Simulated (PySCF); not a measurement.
## Unknown compound

The spectra below were simulated for a compound C₆H₁₂ClNSi.

¹H NMR (600 MHz, computed): δ 6.47 (br s, 1H), 6.24 (br s, 1H), 3.55 (m, 1H), 2.33 (s, 6H), 1.96 (m, 1H), 1.27 (m, 1H), 0.99 (m, 1H).

¹³C{¹H} NMR (computed): δ 151.5 (C), 137.5 (CH2), 48.8 (CH), 48.5 (CH3), 9.8 (CH2).

[PySCF 2.14: GFN2-xTB geometry; shieldings: GIAO PBE0/pcSseg-1; one averaged value for each set of equivalent atoms; non-relativistic Hamiltonian; gas phase; a single conformation]

Scale: ¹H (σ = 31.72 ppm) and ¹³C (σ = 186.93 ppm) vs TMS (reference shieldings calculated alike).

Task: Deduce the structure.

Result: 
1. The formula gives 2 degrees of unsaturation (1 ring in the answer).
2. 5 carbon signals for 6 carbons: some carbons are equivalent by symmetry or fast rotation.
3. Carbon types of the structure: 1 × C, 1 × CH, 2 × CH2, 2 × CH3, leaving 1 H on heteroatoms.
4. δC 151.5: fully substituted alkene carbon; as expected for a trigonal carbon in a double bond.
5. δC 137.5: terminal =CH2 carbon; as expected for a trigonal carbon in a double bond.
6. δC 48.8, 9.8: three-membered-ring carbon.
7. δC 48.5: methyl carbon bonded to N; deshielded by the electronegative neighbour.
8. δH 6.47, 6.24: hydrogen on a terminal =CH2 carbon; a vinylic proton, deshielded by the sp2 carbon and the C=C anisotropy.
9. δH 3.55: hydrogen on a silicon bonded to 3 C, in a 3-membered ring.
10. δH 2.33: hydrogen on a methyl carbon bonded to N; its carbon carries N, hence the downfield position.

These data were computed for SMILES C=C(Cl)[Si@@H]1C[C@@H]1N(C)C.

The data come from this structure; uniqueness wasn't tested.

Carbons that carry Cl, above all several Cl atoms, come out too deshielded, partly because spin–orbit coupling is missing. Shifts are as computed. Against solution values, carbons near 30 ppm lie about +3 ppm off and those near 130 ppm about +5 ppm; carbons on Cl a further +6 ppm. Of 1211 compounds with measured shifts, 218 miss one by over three times the rms of a fit or turn the order of signals round; such compounds aren't used in these exercises. No couplings were computed; multiplicities are counted from neighbouring protons, with m where these are inequivalent, close in shift, in a saturated or five-membered ring or joined by F or P, and br s for small geminal =CH2 splittings.
